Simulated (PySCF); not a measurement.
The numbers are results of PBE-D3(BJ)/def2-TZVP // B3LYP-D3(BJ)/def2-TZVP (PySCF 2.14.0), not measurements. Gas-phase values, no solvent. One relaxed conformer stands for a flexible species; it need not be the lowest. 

Reference species (SMILES): `O/[SiH]=C/[SiH3]` (H–O–Si–C torsion 180°) (neutral, multiplicity 1).

```json
{
  "S1 oscillator strength": "0.016",
  "LUMO": "-1.59 eV",
  "HOMO": "-5.45 eV"
}
```

Changed species: `[SiH2]=CO[SiH3]` (Si–C–O–Si torsion 0°).

Problem. What does the change do to the S1 oscillator strength, LUMO and HOMO?

Solution. the S1 oscillator strength falls by 0.015, to 0.001; the LUMO decreases by 0.22 eV, to -1.81 eV; the HOMO rises by 0.45 eV, to -5.00 eV.
